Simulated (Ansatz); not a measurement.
Reaction (formal exchange of groups at the Se–Ga bond): `[OH][GaH][SeH]` + `[NH2][AlH2]` → `[NH2][AlH][SeH]` + `[OH][GaH2]`

Computed with Ansatz on PBE0-D4/def2-TZVP structures; ΔE is electronic, products minus reactants. CBS: MP2 limit from def2 TZ/QZ plus the TZ coupled-cluster correction, frozen cores. This one scheme is used for every species. DFT in def2-TZVPP. HSE06 is defined as in plane-wave codes. For Ga, Se outer-core shells are correlated without core-valence functions, which leaves a few kJ/mol of doubt a bond. Scalar relativity is left out up to krypton. One conformer a species, not always the lowest.

Question: Is it downhill or uphill in electronic energy at CCSD(T)/CBS, and by how much? (An estimate is asked.)

Answer: Computed: Downhill: ΔE = -13.6 kJ/mol.

Question: What do these levels give: revPBE-D4, r2SCANh-D4, r2SCAN0-D4, HSE06-D4, B2PLYP, PBE-QIDH, PBE, revPBE, PBE0, RPA@PBE/def2-TZVPP, MP2/def2-SVP, HF/CBS(def2)? (An estimate is asked.)

Answer: Computed: revPBE-D4 -12.0, r2SCANh-D4 -14.6, r2SCAN0-D4 -14.8, HSE06-D4 -13.5, B2PLYP -11.7, PBE-QIDH -14.1, PBE -12.2, revPBE -12.1, PBE0 -13.8, RPA@PBE/def2-TZVPP -11.1, MP2/def2-SVP -9.3, HF/CBS(def2) -12.4 kJ/mol.

Largest T1 diagnostic among the species: 0.015.

Leaving LDA and LC-ωPBE aside and taking each functional with its dispersion term where it has one, the values, not all of them listed here, spread over 6.1 kJ/mol, from r2SCAN0-D4 to BLYP-D4. At CCSD(T), def2-SVP lies +5.2 kJ/mol from the extrapolated value and def2-TZVPP +1.3 kJ/mol.
